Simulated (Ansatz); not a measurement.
Reaction (ligand exchange at the Si–C bond): `C=N[SiH](C)F` + H–F → `C=N[SiH](F)F` + CH₄

Isolated molecules relaxed with PBE0-D4/def2-TZVP in Ansatz; ΔE leaves out vibrations. CCSD(T)/CBS adds triple-zeta CCSD(T) − MP2 to the extrapolated MP2 energy (def2 sets, frozen cores). This one scheme is used for every species. Functionals use def2-TZVPP. Each species was taken in one conformer, which may not be the lowest.

```tsv
level	ΔE (kcal/mol)	difference from CCSD(T)/CBS
LDA (SPW92)	-33.0	2.4
r2SCAN-D4	-36.7	-1.3
CAM-B3LYP-D4	-37.5	-2.1
PBE-QIDH	-35.3	0.1
BLYP	-37.7	-2.3
r2SCAN	-36.9	-1.5
CAM-B3LYP	-38.3	-2.9
CCSD(T)/def2-SVP	-35.3	0.1
CCSD(T)/def2-TZVPP	-35.8	-0.4
MP2/def2-QZVPP	-35.6	-0.2
CCSD(T)/CBS	-35.4	0
```

Largest T1 diagnostic among the species: 0.013.

From BLYP to BHLYP (50 % exact exchange), in def2-TZVPP and without D4, ΔE moves by −1.4 kcal/mol. The D4 term adds +1.4 kcal/mol with B3LYP and +0.8 kcal/mol with PBE0; it sums over pairs of atoms, weighted by their polarisabilities, and B3LYP, whose exchange is more repulsive, gets the larger term. In def2-TZVPP, CCSD(T) changes the Hartree–Fock value by +5.7 kcal/mol (the triples alone add +0.7 kcal/mol) and MP2 by +5.9 kcal/mol.

CCSD(T)/CBS has its own doubt, a few kJ/mol and more with outer-core shells, so smaller differences from it don't rank the levels.

B3LYP here is the variant with VWN-RPA as its local correlation; programs differ in this.
